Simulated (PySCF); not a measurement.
A side-by-side comparison of computed properties.

First species: 1-aminopyrrolidine, C4H10N2.
SMILES: `NN1CCCC1`

Second species: Hydrogen, H₂.
SMILES: `[H][H]`

Levels: CAM-B3LYP/def2-SVPD for HOMO energy, LUMO energy, HOMO–LUMO gap and static isotropic polarisability; TDDFT CAM-B3LYP/def2-SVPD for lowest singlet excitation; TDA CAM-B3LYP/def2-SVPD for lowest triplet excitation (Tamm–Dancoff). Geometries: GFN2-xTB. Each species is one conformer at its optimised geometry, gas phase, non-relativistic unless stated; the electronic structure was computed with PySCF and density fitting.

Values for the first species:

| Item | Value |
| --- | --- |
| HOMO energy | -7.00 eV |
| LUMO energy | 1.39 eV |
| HOMO–LUMO gap | 8.39 eV |
| Lowest singlet excitation | 5.30 eV |
| Lowest triplet excitation (Tamm–Dancoff) | 5.12 eV |
| Static isotropic polarisability | 62.7 au |

Problem. Estimate the same properties for the second species, and the change in each.

Solution. 
| property | first | second | second less first |
| --- | --- | --- | --- |
| HOMO energy | -7.00 eV | -13.31 eV | -6.31 eV |
| LUMO energy | 1.39 eV | 2.54 eV | +1.15 eV |
| HOMO–LUMO gap | 8.39 eV | 15.85 eV | +7.46 eV |
| lowest singlet excitation | 5.30 eV | 12.45 eV | +7.15 eV |
| lowest triplet excitation (Tamm–Dancoff) | 5.12 eV | 9.82 eV | +4.70 eV |
| static isotropic polarisability | 62.7 au | 5.5 au | -57.2 au |

On the first: No computed singlet falls in the visible range (750 to 380 nm, 1.65 to 3.26 eV); S1 lies 2.04 eV above its blue end. S1 lies 3.09 eV below the HOMO–LUMO gap; its leading configuration is HOMO→LUMO, weight 0.83. GFN2-xTB frequencies show an imaginary mode (151i cm⁻¹), so this geometry is no minimum at that level.

On the second: The principal polarisabilities are 4.7, 4.7 and 7.2 au; their mean is the isotropic value. The 8 singlets span 12.45 to 23.96 eV, and their oscillator strengths add up to 1.40.
